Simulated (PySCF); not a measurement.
NICS in isomers of C9H12O2.

NICS is the negative of the GIAO shielding at a point without a nucleus: at the ring centre (0) and 1 Å above and below it (1); zz is the component along the ring normal. Level: GIAO PBE0/pcSseg-1 (PySCF, non-relativistic, gas phase) on the GFN2-xTB geometries, one conformer each. Atom numbers follow the mapped SMILES.

Question: Order these rings by mean NICS(1)zz, lowest (most negative) first (ppm).
A. ring C3–C4–C5–C7–C9–C10 in `[CH2:1]=[CH:2][C@@H:3]1[CH2:4][C:5](=[O:6])[C@@H:7]([CH3:8])[CH2:9][C:10]1=[O:11]`
B. ring C6–C7–C8–C9–C10–C11 in `[CH3:1][O:2][CH2:3][CH2:4][O:5][c:6]1[cH:7][cH:8][cH:9][cH:10][cH:11]1`
C. ring C4–C5–C6–C9–C10 in `[CH3:1][O:2]/[CH:3]=[C:4]1\[CH:5]=[C:6]([O:7][CH3:8])[CH:9]=[C:10]1[CH3:11]`
D. ring C4–C5–C6–C7–C10–C11 in `[CH3:1][CH2:2][O:3][c:4]1[cH:5][cH:6][c:7]([O:8][CH3:9])[cH:10][cH:11]1`
E. ring C4–C10–C11 in `[CH3:1][CH2:2][CH2:3][C:4]1([C:5]#[C:6][C:7](=[O:8])[OH:9])[CH2:10][CH2:11]1`

Answer: B (-27.7), D (-26.0), E (-22.4), C (-3.2), A (0.9).

| SMILES | ring | NICS(0) | NICS(1) | NICS(1)zz | HOMA | rms pucker (Å) | ring atoms with four or more neighbours |
| --- | --- | --- | --- | --- | --- | --- | --- |
| COCCOc1ccccc1 | 6-membered carbocycle; formal bonds all aromatic | -9.5 | -11.2 | -27.7 | 0.99 | 0.00 | 0 |
| CCOc1ccc(OC)cc1 | 6-membered carbocycle; formal bonds all aromatic | -10.3 | -11.0 | -26.0 | 0.99 | 0.00 | 0 |
| CCCC1(C#CC(=O)O)CC1 | 3-membered carbocycle; formal bonds all single | -44.1 | -8.3 | -22.4 | – | 0.00 | 3 |
| CO/C=C1\C=C(OC)C=C1C | 5-membered carbocycle; formal bonds 2 double, 3 single | -2.5 | -3.9 | -3.2 | 0.15 | 0.00 | 0 |
| C=C[C@@H]1CC(=O)[C@@H](C)CC1=O | 6-membered carbocycle; formal bonds all single | 3.3 | -1.3 | 0.9 | – | 0.28 | 4 |

NICS(0) gives another order. The isotropic NICS(1) gives the same order. HOMA uses Krygowski's 1993 parameters; it is left out where a ring has a four-coordinate atom, a triple bond, no multiple bond or a kind of bond without parameters. NICS(1) and NICS(1)zz are means over the two faces.
